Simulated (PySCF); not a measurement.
One of the candidates below gave these computed data.

All candidates are C5H15NOSi2.

| technique | computed result |
| --- | --- |
| NMR, other nuclei | isotropic shieldings of nuclei other than C and H, by class: 237 (1 N), 287 (1 O), 377 (1 Si), 434 (1 Si) ppm [GIAO PBE0/pcSseg-1] |
| 13C NMR | chemical shifts (computed TMS as zero) by class: 156.9 (1 C), 149.5 (1 C), 63.6 (1 C), 28.8 (1 C), 20.2 (1 C) ppm [GIAO PBE0/pcSseg-1] |
| Rotational structure | rotational constants A, B, C: 1.271, 0.857, 0.553 GHz [GFN2-xTB] |
| 1H NMR | chemical shifts (computed TMS as zero) by class: 7.21 (1 H), 6.98 (1 H), 5.07 (1 H), 4.22 (3 H), 4.17 (1 H), 4.03 (1 H), 2.80 (3 H), 1.46 (3 H), 0.20 (1 H) ppm [GIAO PBE0/pcSseg-1] |
| Dipole | 2.08 D [PBE0/pcSseg-1] |

The electronic properties come from PySCF, for the isolated species, density fitting. Levels stand in brackets. The structure is a single GFN2-xTB conformer in the gas phase; no vibrational or solvent corrections. GFN2-xTB frequencies show an imaginary mode (29i cm⁻¹), so this geometry is no minimum at that level. NMR values are class means; diastereotopic atoms form classes of their own.

Question: Which candidate is it?
A. `CCO[Si@H](/C=C\[SiH3])NC`
B. `CCO[Si@H](/C=C/[SiH3])NC`
C. `CC(C)O[Si@H]1C[Si@@H](N)C1`
D. `N[Si@@H](CCC1CC1)O[SiH3]`
E. `CN(C)[Si@@]1(C)CC[SiH2]O1`

Answer: A. It is `CCO[Si@H](/C=C\[SiH3])NC`. Numbering: `[CH3:1][CH2:2][O:3][Si@H:4](/[CH:5]=[CH:6]\[SiH3:7])[NH:8][CH3:9]`. Its formula, C5H15NOSi2, gives 1 degree of unsaturation: 0 rings and 1 π bond in the structure found. 5 carbons fall into 5 classes; from least to most shielded: alkene CH carbon [C5] (156.9 ppm), alkene CH carbon [C6] (149.5 ppm), sp3 carbon bound to oxygen [C2] (63.6 ppm), N-methyl carbon [C9] (28.8 ppm), methyl carbon [C1] (20.2 ppm). Hydrogen classes from least to most shielded: 1 H on an alkene CH carbon, C6 (7.21 ppm), 1 H on an alkene CH carbon, C5 (6.98 ppm), 1 H on an oxygen-bound silicon, Si4 (5.07 ppm), 3 H on an SiH3 silicon, Si7 (4.22 ppm), 1 H on an sp3 carbon bound to oxygen, C2 (4.17 ppm), 1 H on an sp3 carbon bound to oxygen, C2 (4.03 ppm), 3 H on an N-methyl carbon, C9 (2.80 ppm), 3 H on a methyl carbon, C1 (1.46 ppm, a mean of values up to 0.7 ppm apart in this geometry), 1 H on a silicon-bound nitrogen, N8 (0.20 ppm). The other shieldings belong to: 237 ppm, silicon-bound nitrogen [N8]; 287 ppm, silyl ether oxygen [O3]; 377 ppm, oxygen-bound silicon [Si4]; 434 ppm, SiH3 silicon [Si7]. The optimised geometry has point group C1 and is an asymmetric top.

The others, at the same levels:
- `CCO[Si@H](/C=C/[SiH3])NC` fails: its computed 13C shifts are 163.8 (1 C), 153.6 (1 C), 60.1 (1 C), 28.8 (1 C), 20.4 (1 C) ppm, rotational constant A is 1.087 GHz (against 1.271 GHz) and smallest rotational constant is 0.422 GHz (against 0.553 GHz).
- `CC(C)O[Si@H]1C[Si@@H](N)C1` fails: it has 3 carbon classes against 5; its computed 13C shifts are 67.9 (1 C), 27.3 (2 C), 8.3 (2 C) ppm, 1H shifts are 5.60 (1 H), 5.51 (1 H), 4.31 (1 H), 1.29 (6 H), 0.55 (2 H), 0.47 (2 H), 0.31 (2 H) ppm and rotational constant A is 2.528 GHz (against 1.271 GHz).
- `CN(C)[Si@@]1(C)CC[SiH2]O1` fails: it has 4 carbon classes against 5; its computed 13C shifts are 38.2 (2 C), 10.0 (1 C), 8.4 (1 C), -1.8 (1 C) ppm, 1H shifts are 5.04 (1 H), 5.00 (1 H), 2.58 (6 H), 1.09 (1 H), 1.02 (1 H), 0.76 (1 H), 0.48 (1 H), 0.11 (3 H) ppm and rotational constant A is 1.865 GHz (against 1.271 GHz).
- `N[Si@@H](CCC1CC1)O[SiH3]` fails: its computed 13C shifts are 32.3 (1 C), 19.2 (1 C), 18.0 (1 C), 7.3 (1 C), 6.1 (1 C) ppm, 1H shifts are 5.13 (3 H), 4.81 (1 H), 2.09 (1 H), 0.91 (2 H), 0.73 (1 H), 0.71 (1 H), 0.68 (1 H), 0.53 (1 H), 0.44 (1 H), 0.43 (1 H), 0.17 (1 H), -0.05 (1 H) ppm and rotational constant A is 1.497 GHz (against 1.271 GHz).

Each candidate is one conformer, not necessarily the lowest. Dipoles, sizes and rotational constants follow the conformer. The torsions of the flexible species, by atom-mapped SMILES:
- `[CH3:1][CH2:2][O:3][Si@H:4](/[CH:5]=[CH:6]\[SiH3:7])[NH:8][CH3:9]`: C1–C2–O3–Si4 175°, C2–O3–Si4–C5 180°, O3–Si4–C5–C6 -2°, O3–Si4–N8–C9 180°
- `[CH3:1][CH2:2][O:3][Si@H:4](/[CH:5]=[CH:6]/[SiH3:7])[NH:8][CH3:9]`: C1–C2–O3–Si4 -174°, C2–O3–Si4–C5 -58°, O3–Si4–C5–C6 74°, O3–Si4–N8–C9 -175°
- `[CH3:1][CH:2]([CH3:3])[O:4][Si@H:5]1[CH2:6][Si@@H:7]([NH2:8])[CH2:9]1`: C1–C2–O4–Si5 -57°, C2–O4–Si5–C6 -168°, H–N8–Si7–C6 -61°, H–N8–Si7–C6 164°

The conformers of `CN(C)[Si@@]1(C)CC[SiH2]O1` and `N[Si@@H](CCC1CC1)O[SiH3]` aren't listed.
